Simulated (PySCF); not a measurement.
## LiBr: everyday levels beside a composite calculation

PySCF; the state is a singlet (closed shell). The composite is CCSD(T) extrapolated to the basis-set limit from two correlation-consistent sets, with core-valence (CV) and scalar-relativistic (SR) terms as its label shows; it has no spin–orbit coupling and nothing beyond (T). Here it is CCSD(T)/CBS(TQ)+CV. It gives Re = 2.177 Å, ωe = 561 cm⁻¹ and De = 4.50 eV to Li + Br.

```csv
level,basis,relativity,Re (Å),ωe (cm⁻¹),De (eV)
RHF,aug-pcseg-1,no relativity,2.226,544,3.40
RHF-MP2,x2c-TZVPPall,spin-free X2C,2.181,563,4.30
RHF-CCSD,x2c-TZVPPall,spin-free X2C,2.181,564,4.14
RHF-CCSD(T),aug-pcseg-1,no relativity,2.228,531,4.21
PBE,x2c-TZVPPall,spin-free X2C,2.176,557,4.24
PW91,cc-pVDZ/cc-pVDZ-PP,scalar-relativistic core potentials,2.216,541,4.21
r²SCAN,x2c-TZVPPall,spin-free X2C,2.181,559,4.36
r²SCANh,cc-pVDZ/cc-pVDZ-PP,scalar-relativistic core potentials,2.216,546,4.28
B2PLYP,pcseg-1,no relativity,2.187,574,4.25
B2PLYP,aug-pcseg-1,no relativity,2.206,546,4.34
```

**Question.** Give the difference of each row from the composite.

**Answer.** 

```csv
level,basis,ΔRe (pm),Δωe (%),ΔDe (eV)
RHF,aug-pcseg-1,+4.9,-3.0,-1.10
RHF-MP2,x2c-TZVPPall,+0.4,+0.4,-0.20
RHF-CCSD,x2c-TZVPPall,+0.4,+0.5,-0.36
RHF-CCSD(T),aug-pcseg-1,+5.1,-5.3,-0.29
PBE,x2c-TZVPPall,-0.1,-0.7,-0.26
PW91,cc-pVDZ/cc-pVDZ-PP,+3.9,-3.6,-0.29
r²SCAN,x2c-TZVPPall,+0.4,-0.4,-0.14
r²SCANh,cc-pVDZ/cc-pVDZ-PP,+3.9,-2.7,-0.22
B2PLYP,pcseg-1,+1.0,+2.3,-0.25
B2PLYP,aug-pcseg-1,+2.9,-2.7,-0.16
```

**Question.** Which rows come closest in De?

**Answer.** r²SCAN in x2c-TZVPPall (-0.14 eV), counted from the composite.

Measured (Huber and Herzberg, Constants of Diatomic Molecules (1979)): Re = 2.170427 Å, ωe = 563.16 cm⁻¹; the composite is off by +6.6 mÅ and -2.1 cm⁻¹.

Correlated steps freeze the inner cores (9 to 10 orbitals); shallow outer-core shells are correlated. Correlated levels converge slowly with the basis: in double zeta they bind strong bonds too weakly, by up to about 1 eV, and carry superposition errors of some tenths. Where the molecule has an RHF reference, its open-shell atoms are computed with UHF. B2PLYP dipoles, levels and charges come from its SCF part alone.
